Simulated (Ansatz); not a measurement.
Stepwise reaction of `[NH2][Hf]([F])([Cl])[Cl]` with ammonia, as a gas-phase model of exchange steps in deposition or etching. ΔE in kJ/mol; ΔG adds harmonic PBE0-D4 terms to CCSD(T)/CBS, at 1 bar.

Computed with Ansatz on PBE0-D4/def2-TZVP structures; ΔE is electronic, products minus reactants. CCSD(T)/CBS is the MP2 limit (def2-TZVPP, def2-QZVPP) plus CCSD(T) − MP2 in def2-TZVPP, frozen cores. This one scheme is used for every species. Functionals use def2-TZVPP. B3LYP here is the variant with VWN-RPA as its local correlation; programs differ in this. def2 core potentials past Kr. For Hf outer-core shells are correlated without core-valence functions, which leaves a few kJ/mol of doubt a bond. Each species was taken in one conformer, which may not be the lowest.

```tsv
step	reaction	PBE-D4	B3LYP-D4	ωB97M-V	CCSD(T)/CBS	ΔG(500 K)
1	`[NH2][Hf]([F])([Cl])[Cl]` + NH₃ → `[NH2][Hf]([NH2])([F])[Cl]` + HCl	97.3	97.9	98.6	98.0	88.4
2	`[NH2][Hf]([NH2])([F])[Cl]` + NH₃ → `[NH2][Hf]([NH2])([NH2])[F]` + HCl	106.9	107.8	108.4	106.2	102.0
```

Q: By hand: ΔE of the 2 steps together at CCSD(T)/CBS.

A: (98.0) + (106.2) = 204.2 kJ/mol, or 102.1 kJ/mol a step.

In ΔE each step is higher than the one before. All are uphill at CCSD(T)/CBS. ΔG lies between 88.4 and 102.0 kJ/mol a step. PBE-D4 differs from CCSD(T)/CBS by -0.7 to 0.7 kJ/mol a step. Isolated molecules leave out the surface, adducts and barriers. Largest T1 diagnostic: 0.015.
